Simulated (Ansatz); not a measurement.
C3H9BeNO, singlet, geometry from GFN2-xTB (such geometries of metal compounds can be far from the true shape), atoms displaced at random by about 0.08 Å a coordinate; PBE/STO-3G, gradient in Ansatz (a first-principles code).

The Ansatz input:
Ansatz 0.2 input:
```yaml
crystal:
  periodic: [false, false, false]
  atoms:
    - {symbol: Be, position_ang: [0.17755614, 0.05007390, -0.33189411]}
    - {symbol: O, position_ang: [0.58454760, -0.46424840, -1.75940864]}
    - {symbol: C, position_ang: [0.97344419, -0.56129581, -2.82656823]}
    - {symbol: H, position_ang: [0.70578065, 0.02026646, -3.54258252]}
    - {symbol: H, position_ang: [1.89969599, -0.55099656, -2.85998261]}
    - {symbol: H, position_ang: [0.76320976, -1.82230075, -3.18437984]}
    - {symbol: N, position_ang: [-0.33538643, 0.23162085, 1.06450336]}
    - {symbol: C, position_ang: [-1.15798853, 1.39038225, 1.27619007]}
    - {symbol: C, position_ang: [-0.16643517, -0.49757140, 2.09775140]}
    - {symbol: H, position_ang: [-2.12039271, 1.16739205, 1.90852313]}
    - {symbol: H, position_ang: [-0.57759708, 2.13968634, 2.23729041]}
    - {symbol: H, position_ang: [-1.22665898, 1.96767338, 0.50612202]}
    - {symbol: H, position_ang: [0.42575246, -0.00593920, 3.13793090]}
    - {symbol: H, position_ang: [-1.26447270, -0.96486393, 2.68448917]}
    - {symbol: H, position_ang: [0.36471914, -1.40425883, 1.92661171]}
basis:
  gaussian:
    orbitals: STO-3G
hamiltonian:
  xc: pbe
output: {forces: true}
```

What the program printed (banner, timings and long lists left out):

```
Functional definition: PBE
541 factors; integrals over basis functions are off by at most 5.9e-4 eV
mean field evaluation 1: about -7087.8428 eV, gradient 1.4e1 eV
mean field evaluation 2: about -7087.5245 eV, gradient 1.8e1 eV
mean field evaluation 4: about -7088.3944 eV, gradient 1.1e0 eV
mean field evaluation 8: about -7088.2253 eV, gradient 1.5e-1 eV
mean field evaluation 16: about -7088.2254 eV, gradient 1.8e-5 eV
a density is far from that of the atoms, so the factors are made again for it
574 factors; integrals over basis functions are off by at most 9.4e-5 eV
mean field -7088.22508690 eV, -260.4874673721 hartree, gradient 1.2e-5 eV, S^2 0.000000; 0 other end points of the search recorded, 0 dependent functions left out
the calculation of the forces begins
reference -7088.22511750 eV, -260.4874684964 hartree; 23, 23 occupied and 16, 16 virtual orbitals, 574 factors
Total energy: -7088.22511750 eV, -260.4874684964 hartree
Atom 0 at     0.177556     0.050074    -0.331894 Å, force     1.777707    -2.239493    -5.777307 eV/Å
Atom 1 at     0.584548    -0.464248    -1.759409 Å, force   -11.673765     5.435224    29.755355 eV/Å
Atom 2 at     0.973444    -0.561296    -2.826568 Å, force     0.524233   -12.157521   -15.744488 eV/Å
Atom 3 at     0.705781     0.020266    -3.542583 Å, force    -3.583243     5.361009    -7.019400 eV/Å
Atom 4 at     1.899696    -0.550997    -2.859983 Å, force    12.855641     0.004778    -1.414821 eV/Å
Atom 5 at     0.763210    -1.822301    -3.184380 Å, force     0.425404     3.258020    -0.428851 eV/Å
Atom 6 at    -0.335386     0.231621     1.064503 Å, force    -1.182347     5.404089    -8.879293 eV/Å
Atom 7 at    -1.157989     1.390382     1.276190 Å, force     0.806849    -0.511836    12.474734 eV/Å
Atom 8 at    -0.166435    -0.497571     2.097751 Å, force    -0.791014    -6.357364    14.818407 eV/Å
Atom 9 at    -2.120393     1.167392     1.908523 Å, force     1.038604     0.023865    -1.940433 eV/Å
Atom 10 at    -0.577597     2.139686     2.237290 Å, force    -1.571119    -2.247041    -3.395773 eV/Å
Atom 11 at    -1.226659     1.967673     0.506122 Å, force    -1.215924     4.730048    -6.625536 eV/Å
Atom 12 at     0.425752    -0.005939     3.137931 Å, force    -1.674083    -0.858150    -3.237598 eV/Å
Atom 13 at    -1.264473    -0.964864     2.684489 Å, force     3.080768     1.742319    -2.011950 eV/Å
Atom 14 at     0.364719    -1.404259     1.926612 Å, force     1.182289    -1.587947    -0.573045 eV/Å
Dipole moment:    -0.003737     0.177990    -0.041919 e Å
```
